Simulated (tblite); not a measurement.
A tight-binding relaxation on `O=CC1CCB(Br)CC1`.

Computed with GFN2-xTB geometry optimisation, gas phase (tblite 0.8.0). Start geometry: from a force field or distance geometry. The input is one job of a driver script: a line of settings, then coordinates in Å.

Command:
```bash
OMP_NUM_THREADS=1 python probes_run.py task.json out
```

Input:
```
{"job": {"kind": "relax", "xc": "GFN2-xTB", "basis": "xTB"}, "charge": 0, "multiplicity": 1}
O     -2.782600    -0.235300    -1.214400
C     -2.421400    -0.466100    -0.085400
C     -0.965800    -0.289800     0.320400
C     -0.555900     1.201100     0.141700
C      0.886100     1.438800     0.624500
B      1.871500     0.401300    -0.080000
Br     3.358200     1.034600    -1.271100
C      1.413800    -1.116300    -0.086200
C     -0.059900    -1.222800    -0.515200
H     -3.138700    -0.820700     0.663900
H     -0.882500    -0.565200     1.389100
H     -1.237900     1.837800     0.749100
H     -0.656700     1.499000    -0.906400
H      0.954200     1.308000     1.715600
H      1.189600     2.486900     0.368700
H      1.525700    -1.537300     0.944100
H      2.043800    -1.702200    -0.785700
H     -0.399800    -2.278300    -0.388900
H     -0.151400    -0.964400    -1.591400
```

Output:
```
step      E/eV     max force
  0    -743.81233    1.605
  1    -743.92511    1.311
  2    -744.00180    0.934
  3    -744.04582    0.412
  4    -744.06117    0.305
  5    -744.06737    0.186
  6    -744.07462    0.184
  7    -744.07771    0.139
  8    -744.07991    0.140
  9    -744.08143    0.088
... (54 lines left out)
 64    -744.14431    0.043
 65    -744.14478    0.047
 66    -744.14522    0.039
 67    -744.14551    0.036
 68    -744.14573    0.033
 69    -744.14591    0.029
 70    -744.14608    0.026
 71    -744.14618    0.021
 72    -744.14622    0.014
 73    -744.14623    0.009
```

«max force» is the largest atomic force in eV/Å.

**Question.** From which step on does the largest force stay under 0.1 eV/Å, and how much energy is left to gain from there?

**Answer.** From step 45 (0.084 eV/Å), 13.1 meV above the end.

In short: energy lowered by 7.7 kcal/mol over 73 steps; largest atomic force 0.009 eV/Å at the end.

**Question.** Where do the atoms end?

**Answer.** 0.350 Å rms from the input after alignment:
```
atom  x, y, z in Å
O1    -2.9113   -0.3303   -1.0182
C2    -2.4034   -0.5032    0.0533
C3    -0.9388   -0.2897    0.3499
C4    -0.5972    1.1852    0.0853
C5     0.8626    1.4994    0.4340
B6     1.8863    0.3937   -0.0279
Br7    3.7222    0.7929   -0.1148
C8     1.3908   -1.0807   -0.2814
C9    -0.1100   -1.1959   -0.5731
H10   -3.0094   -0.8412    0.9178
H11   -0.7319   -0.5357    1.3956
H12   -1.2669    1.8246    0.6654
H13   -0.7778    1.3914   -0.9712
H14    0.9483    1.5802    1.5266
H15    1.1127    2.4956    0.0571
H16    1.6122   -1.6545    0.6293
H17    1.9482   -1.5874   -1.0748
H18   -0.4358   -2.2321   -0.4552
H19   -0.3105   -0.9031   -1.6053
```

Hardware: an Arm Neoverse N1 with one thread, shared host with 64 logical CPUs at a one-minute load of 60. Cost: 1.1 s wall.
Labels such as C1 count atoms from 1, the log's own numbers from 0.
